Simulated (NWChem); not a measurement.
All runs are NWChem calculations. System: silicon monosulfide (SSi), charge 0, spin multiplicity 1, at a geometry optimised with PBE0/def2-SVP. Level: CCSD(T)/def2-TZVP, 10 core orbitals frozen.

Output (cleaned and shortened):

```
             Northwest Computational Chemistry Package (NWChem) 7.3.0
             --------------------------------------------------------

                                NWChem Input Module
                                -------------------

 Scaling coordinates for geometry "geometry" by  1.889725989
 (inverse scale =  0.529177249)

 Turning off AUTOSYM since
 SYMMETRY directive was detected!

                             Geometry "geometry" -> ""
                             -------------------------

 Output coordinates in angstroms (scale by  1.889725989 to convert to a.u.)

  No.       Tag          Charge          X              Y              Z
 ---- ---------------- ---------- -------------- -------------- --------------
    1 Si                  14.0000     0.00000000     0.00000000     1.03447900
    2 S                   16.0000     0.00000000     0.00000000    -0.90517000

 Effective nuclear repulsion energy (a.u.)      61.1119350851

            Nuclear Dipole moment (a.u.)
            ----------------------------
        X                 Y               Z
 ---------------- ---------------- ----------------
     0.0000000000     0.0000000000    -0.0000264562

      Symmetry information
      --------------------

 Group name             C2v
 Group number             16
 Group order               4
 No. of unique centers     2

      Symmetry unique atoms

     1    2


 Summary of "ao basis" -> "" (spherical)
 ------------------------------------------------------------------------------
       Tag                 Description            Shells   Functions and Types
 ---------------- ------------------------------  ------  ---------------------
 *                         def2-tzvp                  on all atoms

 Summary of "ao basis" -> "ao basis" (spherical)
 ------------------------------------------------------------------------------
       Tag                 Description            Shells   Functions and Types
 ---------------- ------------------------------  ------  ---------------------
 Si                        def2-tzvp                13       37   5s5p2d1f
 S                         def2-tzvp                13       37   5s5p2d1f

                                 NWChem SCF Module
                                 -----------------

  ao basis        = "ao basis"
  functions       =    74
  atoms           =     2
  closed shells   =    15
  open shells     =     0
  charge          =   0.00
[...]
     2   0 0 2    -19.715087      0.000000    100.316121

                   NWChem Extensible Many-Electron Theory Module
                   ---------------------------------------------


            General Information
            -------------------
      Number of processors :     1
         Wavefunction type : Restricted Hartree-Fock
          No. of electrons :    30
           Alpha electrons :    15
            Beta electrons :    15
           No. of orbitals :   148
            Alpha orbitals :    74
             Beta orbitals :    74
        Alpha frozen cores :    10
         Beta frozen cores :    10
     Alpha frozen virtuals :     0
      Beta frozen virtuals :     0
         Spin multiplicity : singlet
    Number of AO functions :    74
       Number of AO shells :    26
        Use of symmetry is : on
      Symmetry adaption is : on
         Schwarz screening : 0.10D-09

          Correlation Information
          -----------------------
          Calculation type : Coupled-cluster singles & doubles w/ perturbation
   Perturbative correction : (T)
            Max iterations :      100
        Residual threshold : 0.10D-05
     T(0) DIIS level shift : 0.00D+00
     L(0) DIIS level shift : 0.00D+00
     T(1) DIIS level shift : 0.00D+00
     L(1) DIIS level shift : 0.00D+00
     T(R) DIIS level shift : 0.00D+00
     T(I) DIIS level shift : 0.00D+00
   CC-T/L Amplitude update :  5-th order DIIS
                I/O scheme : Global Array Library
        L-threshold :  0.10D-05
        EOM-threshold :  0.10D-05
 no EOMCCSD initial starts read in
 TCE RESTART OPTIONS
 SLICE:      F
 D4D5:       F
 quantumc:   F
 qrotation:  F
 pwtce:      F
 qducc:      F
 nacto:                         0
 nrotv:                         0
 nrot:                          0

            Memory Information
            ------------------
          Available GA space size is     249031324 doubles
          Available MA space size is     104853028 doubles

 Maximum block size supplied by input
 Maximum block size        24 doubles

 tile_dim =     23

 -------------------------------------------------

 Global array virtual files algorithm will be used

 Parallel file system coherency ......... OK

 4-electron integrals stored in orbital form

 v2    file size   =          1338615
 4-index algorithm nr.  13 is used
 imaxsize =       30
 imaxsize ichop =        0


CCSD iterations
 ---------------------------------------------------------
 Iter          Residuum       Correlation     Cpu    Wall
 ---------------------------------------------------------
    1   0.1263248751032  -0.2558377740293     0.2     0.2
    2   0.0365866930008  -0.2694531766961     0.2     0.2
    3   0.0140353968350  -0.2761573244072     0.2     0.2
    4   0.0064838001877  -0.2775240145604     0.2     0.2
    5   0.0029756709795  -0.2783105291634     0.2     0.2
    6   0.0009672137987  -0.2787163530951     0.2     0.2
    7   0.0005783547777  -0.2787627222111     0.2     0.2
    8   0.0002803142946  -0.2787824249215     0.2     0.2
    9   0.0002003067021  -0.2787808569195     0.2     0.2
   10   0.0001082699757  -0.2787893183970     0.2     0.2
   11   0.0000191136466  -0.2787945940378     0.2     0.2
   12   0.0000089117832  -0.2787953329083     0.2     0.2
   13   0.0000045716534  -0.2787957608826     0.2     0.2
   14   0.0000027888040  -0.2787956929150     0.2     0.2
   15   0.0000015394149  -0.2787957409281     0.2     0.2
   16   0.0000003720512  -0.2787957119999     0.2     0.2
 -----------------------------------------------------------------
 Iterations converged
 CCSD correlation energy / hartree =        -0.278795711999881
 CCSD total energy / hartree       =      -686.774736989775079

 Singles contributions

 Doubles contributions
 CCSD(T)
 Using plain CCSD(T) code
             total no. of tasks          230
 total no. of tasks / no. procs          230
                         wl_min          540           2.9
                         wl_max       328509           8.3
        thresh for no. of tasks          230

 CCSD[T]  correction energy / hartree =        -0.018424341759813
 CCSD[T] correlation energy / hartree =        -0.297220053759694
 CCSD[T] total energy / hartree       =      -686.793161331534861
 CCSD(T)  correction energy / hartree =        -0.017670705840345
 CCSD(T) correlation energy / hartree =        -0.296466417840227
 CCSD(T) total energy / hartree       =      -686.792407695615452

 Task  times  cpu:       13.1s     wall:       13.1s

 Total times  cpu:       13.2s     wall:       13.2s
```

Question: Write an NWChem input that would produce this output.

Answer: Several could match; the one computed here: 
```
start mol
memory heap 100 mb stack 700 mb global 1900 mb
geometry units angstroms nocenter noautoz
  Si     0.000000     0.000000     1.034479
  S      0.000000     0.000000    -0.905170
  symmetry group C2v
end
basis spherical
  * library def2-tzvp
end
scf
  rhf
  nopen 0
  maxiter 100
  thresh 1e-7
  semidirect memsize 60000000 filesize 0
end
tce
  freeze core 10
  ccsd(t)
  2eorb
  2emet 13
  thresh 1e-6
  maxiter 100
  tilesize 24
end
task tce energy
```
